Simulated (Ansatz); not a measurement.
The cluster Li₃Cl₃⁺. The state is a doublet with charge 1. Geometry PBE0-D4/def2-SVP; atoms count from 1.

```tsv
atom	x (Å)	y (Å)	z (Å)
Li1	1.600	3.321	-2.573
Li2	0.068	0.163	-0.147
Li3	-1.262	-2.651	2.093
Cl4	0.494	-1.996	0.799
Cl5	-1.740	-0.602	1.223
Cl6	0.840	1.764	-1.395
```

In the doublet, Cl4 and Cl5 lie 2.67 Å apart (atoms count from 1), so these atoms are partly bonded to each other. The structure comes from a short search, and lower isomers may exist.

(1) Estimate the Mulliken populations from the PBE0/def2-TZVP orbitals of Ansatz.

(2) Where does the spin sit?

(3) And the Mayer bond orders between heavy atoms (over 0.3)?

## Answers

(1) 
```
atom  charge (e)  spin (α − β)
 Li1        0.86          0.00
 Li2        0.80         -0.01
 Li3        0.84         -0.01
 Cl4       -0.37          0.51
 Cl5       -0.37          0.51
 Cl6       -0.76          0.00
```
Mulliken values depend strongly on the basis.

(2) Summed by element: Li -0.01, Cl 1.01, of 1 unpaired in all. Largest on single atoms: Cl4 0.51, Cl5 0.51, Li3 -0.01.

(3) Cl4–Cl5 0.49 (2.67 Å).
